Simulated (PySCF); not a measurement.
C2H4BF2N, SMILES NB(F)/C=C\F. Coordinates come from a PBE-D3(BJ)/def2-SVP optimisation. The structure was generated by enumeration; whether it is a known compound was not checked. Other conformers were not sampled.

Computed equilibrium geometry at PBE-D3(BJ)/def2-SVP (PySCF confirms it by a frequency run) as bond lengths and angles, and its point group (one conformer of several):
point group Cs.
Atoms: N1 B2 F3 C4 C5 F6 H7 H8 H9 H10. Bonded distances (Å): N1–B2 1.405, N1–H7 1.020, N1–H8 1.019, B2–F3 1.357, B2–C4 1.566, C4–C5 1.343, C4–H9 1.103, C5–F6 1.354, C5–H10 1.104. Angles (°): B2–N1–H7 122.5, B2–N1–H8 122.0, H7–N1–H8 115.6, N1–B2–F3 118.4, N1–B2–C4 123.6, F3–B2–C4 117.9, B2–C4–C5 126.4, B2–C4–H9 119.0, C5–C4–H9 114.5, C4–C5–F6 122.6, C4–C5–H10 126.6, F6–C5–H10 110.7.
